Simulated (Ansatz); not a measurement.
Born–Oppenheimer molecular dynamics of CH8AlNO3 (14 atoms, charge 0, multiplicity 1). It starts from a rough guess of a transition structure, not a stationary point.

These are results of Ansatz 0.2.0, UKS PBE/STO-3G, not measurements.

| Item | Value |
| --- | --- |
| ensemble | NVE (velocity Verlet) |
| time step | 0.5 fs |
| steps asked | 150 |
| starting velocities drawn for | 600 K |
| seed | 156227 |

First frame:

```xyz
14
Properties=species:S:1:pos:R:3
Al -0.706 -1.101 -0.267
O 0.933 -0.608 -1.619
O -0.309 -2.212 0.873
O -2.068 -0.987 -1.179
H 0.627 0.364 -0.844
N -0.023 0.988 0.150
C 0.857 1.430 1.211
H 0.624 -0.386 -2.494
H 0.281 -2.698 1.425
H -2.932 -1.163 -1.518
H -0.574 1.751 -0.217
H 0.300 1.841 2.061
H 1.551 2.201 0.853
H 1.439 0.581 1.564
```

How far do the bonds stretch over the last three quarters of this one trajectory? (Pairs bonded in most of those frames.)


```tsv
bond	mean (Å)	spread (Å)	shortest	longest
Al1–O2	1.982	0.182	1.69	2.21
Al1–O3	1.800	0.141	1.53	1.98
Al1–O4	1.802	0.133	1.59	2.02
Al1–N6	1.857	0.081	1.72	1.99
O2–H5	1.140	0.084	1.01	1.31
O2–H8	1.053	0.068	0.94	1.15
O3–H9	1.051	0.048	0.96	1.14
O4–H10	1.051	0.051	0.95	1.14
N6–C7	1.530	0.107	1.37	1.71
N6–H11	1.072	0.043	1.01	1.14
C7–H12	1.117	0.021	1.09	1.15
C7–H13	1.113	0.022	1.08	1.15
C7–H14	1.115	0.029	1.07	1.16
```

Mean temperature of the second half: 1223 K. The conserved energy stayed within 1.1 meV per atom of its start (net change -0.62 meV per atom), so the integration is sound. The system heated up, since it started high on the potential surface and ran downhill. A run of 0.075 ps of so small a system gives no equilibrium averages. The orbitals stay closed-shell, which can raise the energy where a bond breaks towards radicals; this wasn't checked here. Limits of this set-up: minimal basis.

Time of the run: 9.5 min on 1 thread of Arm Neoverse V2, with other jobs on the host, peak memory 0.12 GiB.
